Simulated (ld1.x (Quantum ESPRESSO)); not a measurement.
# Cutoff test, iron (Fe), ultrasoft

iron, ultrasoft, made with ld1.x (Quantum ESPRESSO) 7.5 (LDA (PZ), scalar-relativistic). Core [Ar], reference 3d6 4s1.75 4p0.25. Waves: 4s (bound): rcut 2.15, rcutus 2.80 bohr; 4s channel at 2.55 Ry: rcut 2.15, rcutus 2.80 bohr; 4p (bound): rcut 2.75, rcutus 3.50 bohr; 4p channel at 0.2 Ry: rcut 2.75, rcutus 3.50 bohr; 3d (bound): rcut 1.05, rcutus 1.30 bohr; 3d channel at 0.05 Ry: rcut 1.05, rcutus 1.30 bohr. Local part: all-electron potential smoothed inside 2.70 bohr (lloc = -2). Core correction: Bessel-smoothed model core, default radius (core density twice the valence density). Augmentation charge: PSQ, inside the norm-conserving radii.

The pseudo-atom Hamiltonian at the reference potential is diagonalised in spherical Bessel functions j_l(qr) that vanish at 20 bohr, with q² up to the cutoff. All-electron valence levels (Ry): 4s -0.4251, 4p -0.1230, 3d -0.6023.

Task: How do the lowest levels (Ry) of each channel move with the cutoff, and are there ghosts?

Result:

```csv
cutoff (Ry),s #1,s #2,p #1,p #2,d #1,f #1,Σ f·Δε (mRy)
8,-0.4251,-0.0088,-0.1230,0.0352,0.0450,0.1014,3884.4
12,-0.4251,-0.0088,-0.1230,0.0352,0.0436,0.1014,3876.0
18,-0.4251,-0.0088,-0.1230,0.0352,0.0341,0.1014,3818.6
25,-0.4251,-0.0088,-0.1230,0.0352,-0.0988,0.1014,3021.4
35,-0.4251,-0.0088,-0.1230,0.0352,-0.4405,0.1014,971.3
45,-0.4251,-0.0088,-0.1230,0.0352,-0.5681,0.1014,205.9
55,-0.4251,-0.0088,-0.1230,0.0352,-0.5987,0.1014,22.1
70,-0.4251,-0.0088,-0.1230,0.0352,-0.6014,0.1014,5.6
90,-0.4251,-0.0088,-0.1230,0.0352,-0.6019,0.1014,2.5
110,-0.4251,-0.0088,-0.1230,0.0352,-0.6023,0.1014,0.6
140,-0.4251,-0.0088,-0.1230,0.0352,-0.6023,0.1014,0.4
400,-0.4251,-0.0088,-0.1230,0.0352,-0.6024,0.1014,0.0
```

Result: no extra level below or beside the all-electron valence levels (s, p, d, f tested); 10 mRy is reached at 60 Ry and 1 mRy at 110 Ry.
